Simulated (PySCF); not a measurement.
Gas-phase reaction: ZrCl₃OH + Cl + ZrO₂ → 2 ZrOCl₂ + OH

Energies from PySCF, thermal terms from the rigid-rotor harmonic-oscillator model, ideal gas at 1 bar. † marks an energy on the PBE0/def2-TZVP geometry and frequencies; other levels use their own. Open shells (unrestricted): Cl (multiplicity 2), OH (multiplicity 2); the rest are closed-shell singlets. Spin-orbit splitting is ignored; it lowers the true energy and changes the entropy of Cl, OH. B3LYP is the form with VWN-RPA correlation. Zr: scalar-relativistic def2 core potential, no spin-orbit coupling. ZrCl₃OH, ZrOCl₂: computed as isolated molecules; such fragments, hydroxides, amides, oligomers or adducts are transient or little studied in the gas.

| level | ΔH°(298 K), kJ |
|---|---|
| B3LYP/def2-TZVP† | -25 |
| PBE/def2-SVP | -1 |
| PBE0/def2-QZVP† | [?] |
| PBE0/def2-TZVP | [?] |
| ωB97X-V/def2-TZVP† | -42 |

Some entries are withheld; supply them.


- PBE0/def2-QZVP†, ΔH°(298 K), kJ: -42
- PBE0/def2-TZVP, ΔH°(298 K), kJ: -38
